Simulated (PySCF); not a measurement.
F3OTa, triplet, geometry from GFN2-xTB (such geometries of metal compounds can be far from the true shape) (the multiplicity is a formal guess) (core potentials on Ta). Base run: HF/def2-SVP in PySCF.

Input for PySCF:
```python
from pyscf import gto, scf

mol = gto.M(
    atom='''
Ta   -0.01066251    0.04207787   -0.01079469
O     1.56869310    0.76107597   -0.45743268
F     1.16433961   -1.36758425    0.39255051
F    -1.40073755   -1.15354263    0.07044527
F    -1.07151112    1.50331666    0.03116803
''',
    basis='def2-svp',
    ecp={'Ta': 'def2-svp'},
    spin=2,
    verbose=4,
)

mf = scf.UHF(mol)
mf.kernel()
mo_i, mo_e, stable_i, stable_e = mf.stability(internal=True, external=True, return_status=True, nroots=6, tol=1e-6)
print('internally stable:', stable_i, ' externally stable:', stable_e)
if not stable_i:
    umf = mf.copy()
    umf.scf_summary = {}
    umf.kernel(umf.make_rdm1(mo_i, mf.mo_occ))
```

The bond that is stretched is that between atoms 4 and 1. A test that says stable can miss a lower solution.

Variants of this job, named by their change:

```
change       ΔE vs base (eV)  <S^2>   stability test says        outcome
-----------  ---------------  -----  --------------------  -------------
base                    0.00  2.008  external instability      converged
bond × 1.25             1.15  2.008  external instability      converged
bond × 1.5              3.33  2.009  external instability      converged
bond × 1.8              5.35  2.012  external instability      converged
bond × 2.2                 -      -                     -  not converged
bond × 3.0                 -      -                     -  not converged
```

On stretching, the SCF can end on different states; <S^2> shows the spin contamination of each.
